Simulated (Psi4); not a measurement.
H$_{2}$BO$_{2}$ (SMILES O[B]O), doublet, at a GFN2-xTB geometry, with bond 5-3 at 1.3 times its length; CAM-B3LYP/6-31G* (Psi4).

Input for Psi4:
```
memory 2 GB

molecule {
0 2
  O     1.13377266    0.12435186   -0.36781878
  B    -0.03360281   -0.52188624   -0.20573049
  O    -1.12795819   -0.03404720    0.40341739
  H     1.22824605    1.02526193   -0.02617740
  H    -1.10038462    1.13046568    0.88002806
}

set basis 6-31g*
set reference uks
set dft_spherical_points 434

energy('cam-b3lyp')
print_variables()
```

The log (banner, timings and long lists left out):

```
   => Loading Basis Set <=

    Name: 6-31G*
    Role: ORBITAL
    Keyword: BASIS

         ---------------------------------------------------------
                                   SCF
               by Justin Turney, Rob Parrish, Andy Simmonett
                          and Daniel G. A. Smith
                              UKS Reference
         ---------------------------------------------------------

  ==> Geometry <==

    Molecular point group: c1
    Full point group: C1

    Geometry (in Angstrom), charge = 0, multiplicity = 2:

       Center              X                  Y                   Z               Mass
    ------------   -----------------  -----------------  -----------------  -----------------
         O            1.137062239109     0.171638399762    -0.349268852547    15.994914619570
         B           -0.030313230891    -0.474599700238    -0.187180562547    11.009305360000
         O           -1.124668610891     0.013239339762     0.421967317453    15.994914619570
         H            1.231535629109     1.072548469762    -0.007627472547     1.007825032230
         H           -1.097095040891     1.177752219762     0.898577987453     1.007825032230

  Running in c1 symmetry.

  Rotational constants: A =      2.72232  B =      0.34417  C =      0.30554 [cm^-1]
  Rotational constants: A =  81613.12739  B =  10317.89630  C =   9159.86520 [MHz]
  Nuclear repulsion =   59.239328734341406

  Charge       = 0
  Multiplicity = 2
  Electrons    = 23
  Nalpha       = 12
  Nbeta        = 11

  ==> Algorithm <==

  SCF Algorithm Type is DF.
  DIIS enabled.
  MOM disabled.
  Fractional occupation disabled.
  Guess Type is SAD.
  Energy threshold   = 1.00e-06
  Density threshold  = 1.00e-06
  Integral threshold = 1.00e-12

  ==> Primary Basis <==

  Basis Set: 6-31G*
    Blend: 6-31G*
    Number of shells: 22
    Number of basis functions: 49
    Number of Cartesian functions: 49
    Spherical Harmonics?: false
    Max angular momentum: 2

  ==> DFT Potential <==

   => LibXC <=

    Version 7.1.2
    S. Lehtola, C. Steigemann, M. J. T. Oliveira, and M. A. L. Marques,  SoftwareX 7, 1–5 (2018) (10.1016/j.softx.2017.11.002)

   => Composite Functional: CAM-B3LYP <=

    CAM-B3LYP Hyb-GGA Exchange-Correlation Functional

    T. Yanai, D. P. Tew, and N. C. Handy,  Chem. Phys. Lett. 393, 51 (2004) (10.1016/j.cplett.2004.06.011)

    Deriv               =              1
    GGA                 =           TRUE
    Meta                =          FALSE

    Exchange Hybrid     =           TRUE
    MP2 Hybrid          =          FALSE

   => Exchange Functionals <=

    0.3500         Becke 88 [omega = 0.3300]
    0.4600   Short-range recipe for B88 functional - erf [omega = 0.3300]

   => Exact (HF) Exchange <=

    0.4600            HF,LR [omega = 0.3300]
    0.1900               HF

   => Correlation Functionals <=

    0.1900   Vosko, Wilk & Nusair (VWN5)
    0.8100   Lee, Yang & Parr

   => LibXC Density Thresholds  <==

    XC_HYB_GGA_XC_CAM_B3LYP:  1.00E-14

   => Molecular Quadrature <=

    Radial Scheme          =       TREUTLER
    Pruning Scheme         =           NONE
    Nuclear Scheme         =       TREUTLER

    Blocking Scheme        =         OCTREE
    BS radius alpha        =              1
    Pruning alpha          =              1
    Radial Points          =             75
    Spherical Points       =            434
    Total Points           =         155393
    Total Blocks           =           1207
    Max Points             =            256
    Max Functions          =             49
    Weights Tolerance      =       1.00E-15

   => Loading Basis Set <=

    Name: (6-31G* AUX)
    Role: JKFIT
    Keyword: DF_BASIS_SCF

  ==> Integral Setup <==

  SCF_SUBTYPE=INCORE selected. In-core MEM_DF algorithm will be used.
  Using in-core AOs.

  ==> MemDFJK: Density-Fitted J/K Matrices <==

    J tasked:                   Yes
    K tasked:                   Yes
    wK tasked:                  Yes
[...]

  ==> Pre-Iterations <==

  SCF Guess: Superposition of Atomic Densities via on-the-fly atomic UHF (no occupation information).

   -------------------------
    Irrep   Nso     Nmo
   -------------------------
     A         49      49
   -------------------------
    Total      49      49
   -------------------------

  ==> Iterations <==

                           Total Energy        Delta E     RMS |[F,P]|

   @DF-UKS iter SAD:  -175.65830036513330   -1.75658e+02   0.00000e+00
   @DF-UKS iter   1:  -176.17855468663271   -5.20254e-01   1.51569e-02 DIIS/ADIIS
   @DF-UKS iter   2:  -176.08781946640440    9.07352e-02   1.88492e-02 DIIS/ADIIS
   @DF-UKS iter   3:  -176.39588106421874   -3.08062e-01   1.26735e-03 DIIS/ADIIS
   @DF-UKS iter   4:  -176.39715322786378   -1.27216e-03   7.42660e-04 DIIS/ADIIS
   @DF-UKS iter   5:  -176.39765882996235   -5.05602e-04   1.93577e-04 DIIS/ADIIS
   @DF-UKS iter   6:  -176.39772200135408   -6.31714e-05   6.45679e-05 DIIS
   @DF-UKS iter   7:  -176.39774551974608   -2.35184e-05   2.73731e-05 DIIS
   @DF-UKS iter   8:  -176.39775128149267   -5.76175e-06   1.00144e-05 DIIS
   @DF-UKS iter   9:  -176.39775229273042   -1.01124e-06   3.69722e-06 DIIS
   @DF-UKS iter  10:  -176.39775241457335   -1.21843e-07   8.24881e-07 DIIS
  Energy and wave function converged.

  ==> Post-Iterations <==

   Electrons on quadrature grid:
      Nalpha   =   12.0000009762 ; deviation = 9.762e-07
      Nbeta    =   11.0000009702 ; deviation = 9.702e-07
      Ntotal   =   23.0000019464 ; deviation = 1.946e-06

   @Spin Contamination Metric:   8.633390481E-03
   @S^2 Expected:                7.500000000E-01
   @S^2 Observed:                7.586333905E-01
   @S   Expected:                5.000000000E-01
   @S   Observed:                5.000000000E-01

    Orbital Energies [Eh]
    ---------------------

    Alpha Occupied:

[...]
    Alpha Virtual:

[...]
      49A      3.873606

    Beta Occupied:

[...]
    Beta Virtual:

[...]
    Final Occupation by Irrep:
              A
    DOCC [    11 ]
    SOCC [     1 ]
    NA   [    12 ]
    NB   [    11 ]

  @DF-UKS Final Energy:  -176.39775241457335

   => Energetics <=

    Nuclear Repulsion Energy =             59.2393287343414059
    One-Electron Energy =                -358.9870769482083688
    Two-Electron Energy =                 139.3980300675870296
    DFT Exchange-Correlation Energy =     -16.0480342682934314
    Empirical Dispersion Energy =           0.0000000000000000
    VV10 Nonlocal Energy =                  0.0000000000000000
    Total Energy =                       -176.3977524145733469

  UHF NO Occupations:
  HONO-2 :   10  A 1.9995434
  HONO-1 :   11  A 1.9963151
  HONO-0 :   12  A 1.0000000
  LUNO+0 :   13  A 0.0036849
  LUNO+1 :   14  A 0.0004566
  LUNO+2 :   15  A 0.0001226
  LUNO+3 :   16  A 0.0000412

Computation Completed

Properties will be evaluated at   0.000000,   0.000000,   0.000000 [a0]

Properties computed using the SCF density matrix

 Multipole Moments:

 ------------------------------------------------------------------------------------
     Multipole            Electronic (a.u.)      Nuclear  (a.u.)        Total (a.u.)
 ------------------------------------------------------------------------------------

 L = 1.  Multiply by 2.5417464519 to convert [e a0] to [Debye]
 Dipole X            :          0.0275117            0.1550019            0.1825135
 Dipole Y            :         -1.4722661            2.5630811            1.0908150
 Dipole Z            :         -0.6256623            1.0140940            0.3884317
 Magnitude           :                                                    1.1722064

 ------------------------------------------------------------------------------------

  Variable Map:
  ----------------------------------------------------------------------------
[...]
  Array Variable Map:
  ----------------------------------------------------------------------------
[...]
[...]
```
